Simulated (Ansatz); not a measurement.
`[OH][Al-]1([Cl])[O]C=CC=[O+]1`, charge 0, multiplicity 1.

Q: Give a relaxed structure at PBE0-D4/def2-TZVP (Ansatz). (Estimate.)

A: Computed: 
Z-matrix (Å, degrees):
```
Al
O 1 1.818
Cl 1 2.109 2 109.2
O 1 1.818 2 95.8 3 112.7
O 1 1.692 2 110.0 3 -133.6
C 2 1.268 1 125.8 3 -111.4
C 4 1.268 1 125.8 2 -1.3
H 5 0.954 1 123.0 2 127.9
C 6 1.389 2 125.6 1 -0.6
H 6 1.094 2 115.6 1 179.6
H 7 1.094 4 115.6 1 -179.6
H 9 1.080 6 119.3 2 -180.0
```
Point group Cs.
This is one stationary point; other conformers may exist.
